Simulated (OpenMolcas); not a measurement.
## Cr+: effect of the active space

```json
{
  "Program": "OpenMolcas",
  "Method": "SS-CASPT2, IPEA 0.25 Eh, imaginary shift 0.1 Eh",
  "Basis": "ANO-RCC-VDZP",
  "Scalar Hamiltonian": "DKH2, point nucleus",
  "Spin-orbit coupling": "state interaction with AMFI integrals over the reference wave functions, term energies averaged over their components"
}
```

A. 5 electrons in 5 orbitals (3d); 2S+1 = 6 even, 1 root; 2S+1 = 4 even, 24 roots; 2S+1 = 2 even, 75 roots (53 in the spin-orbit step); closed shells correlated: 3s 3p; CASPT2 step about 16 core-seconds
B. 5 electrons in 6 orbitals (3d 4s); 2S+1 = 6 even, 6 roots; 2S+1 = 4 even, 57 roots; 2S+1 = 2 even, 78 roots; closed shells correlated: 3s 3p; CASPT2 step about 40 core-seconds

Energies in cm-1 above 3d5 6S 5/2, the measured ground level; measured values from NIST Handbook of Basic Atomic Spectroscopic Data.

| Level | A | B | Measured |
| --- | --- | --- | --- |
| 3d5 6S 5/2 | 0.0 | 0.0 | 0.0 |
| 3d5 4G 5/2 | 22810 | 22220 | 20512 |
| 3d5 4G 7/2 | 22820 | 22230 | 20518 |
| 3d5 4G 11/2 | 22820 | 22250 | 20512 |
| 3d5 4G 9/2 | 22830 | 22250 | 20519 |
| 3d5 4P 5/2 | 24090 | 25130 | 21823 |
| 3d5 4P 3/2 | 24100 | 25010 | 21824 |
| 3d5 4P 1/2 | 24120 | 24900 | 21824 |
| 3d5 4D 7/2 | 27160 | 26730 |  |
| 3d5 4D 1/2 | 27180 | 26780 |  |
| 3d5 4D 3/2 | 27200 | 26860 |  |
| 3d5 4D 5/2 [53 %] | 27200 | 26630 |  |
| 3d5 2I 11/2 | 33600 | 33630 |  |
| 3d5 2I 13/2 | 33620 | 33630 |  |

Deviations, from unrounded energies. A percentage is the sum of absolute deviations over the sum of measured energies, with the sign that they share, or ± where signs differ.

```csv
Against measurement,Levels,A,B
mean absolute deviation (cm-1),7,2300,2400
other terms of the ground configuration (%),7,+10.9,+11.2
```

A, B lie about equally close to measurement. The largest miss of A in the table is 3d5 4G 11/2, by +2300 cm-1. The ranking rests on the paired levels alone, and a cruder setting can come out closer through cancelling errors.

The spin-orbit steps hold different terms of 3d5 (B lacks a 2F, 2G, 2H, 2S, 4F), which shifts levels as well.

The two smallest mean deviations differ by little beside CASPT2's spread within terms, so their order carries little weight.

Between A and B the level of the table that moves most is 3d5 4P 5/2, by 1000 cm-1 (lowest in A, highest in B). Moves below CASPT2's spread within the term are not significant.

Term energies are means over components that CASPT2 splits; among the terms shown or strongly mixed into the levels shown the widest spread is 230 cm-1 (3d5 2I, A). Some high roots are left out of the spin-orbit mixing, which shifts the levels that they would mix with (holds for A). Some terms miss by over 15 % even with CASPT2, which points to a basis or an active space too small for the shells correlated (holds for B). Measured partners are found by configuration, term and J. A level has none where our copy of the source lacks it or the pairing is in doubt (some pairs that miss far off the trend of their configuration count as doubtful), and it then counts in no deviation. Levels of configurations outside the active space are missing. The table leaves out levels that lie high or whose names do not pair safely across all columns.

A share in square brackets marks a mixed level and gives the weight of the term that names it, the lowest over the columns.
